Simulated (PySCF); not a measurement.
Computed properties of Ga(Br)(OH)2 (BrGaH2O2), SMILES [OH][Ga]([OH])[Br]

BrGaH2O2, SMILES [Br][Ga]([OH])[OH]. The structure is a stationary point at PBE0-D3(BJ)/def2-SVP. The structure was generated by enumeration; whether it is a known compound was not checked. Other conformers were not sampled. All values are computed for the isolated molecule unless a solvent is named; none is compared with measurement here.

**Structure.** The optimised structure has Cs symmetry. All 12 harmonic modes at PBE0-D3(BJ)/def2-SVP (PySCF) are real, so it is a minimum. With heavy atoms numbered as in [Ga:1]([Br:2])([OH:3])[OH:5], the shortest bond between them is Ga1–O3 at 1.767 Å and the longest Ga1–Br2 at 2.268 Å.

**Vibrations.** The strongest infrared lines (harmonic, unscaled, degenerate partners summed) lie at 329 cm⁻¹ (230 km/mol, H 91 %, O 9 %), 844 cm⁻¹ (126 km/mol, H 89 %, O 8 %), 753 cm⁻¹ (122 km/mol, O 74 %, Ga 23 %). The softest mode is at 131 cm⁻¹ and the zero-point energy is 17.7 kcal/mol.

**Electronic structure.** HF/def2-TZVP (PySCF) places the frontier levels at -11.77 and 1.99 eV, a gap of 13.76 eV, and gives a dipole moment of 1.60 D and a mean polarisability of 45.1 bohr³. PBE/def2-TZVP (PySCF) at the same geometry gives -7.36 and -2.24 eV, so its gap is 8.64 eV narrower. An orbital gap is neither the optical nor the fundamental gap.

**Excitations.** TDA-M06-2X/def2-SVPD (PySCF) has S1 at 6.33 eV (196 nm, f = 0.041, weak); the most intense of the 10 singlets computed lies at 8.03 eV (f = 0.31). T1 (TDA) is at 5.97 eV, 0.36 eV under S1. TDA-PBE/def2-SVPD (PySCF) puts S1 at 5.19 eV. No vertical singlet excitation falls in the visible range (under 3.1 eV).

**NMR.** GIAO shifts at PBE0/pcSseg-1 (PySCF) (non-relativistic, atoms alike by connectivity averaged): ¹H at 2.5 ppm against TMS. Without spin–orbit terms, shifts of atoms bonded to Cl or Br come out too high.
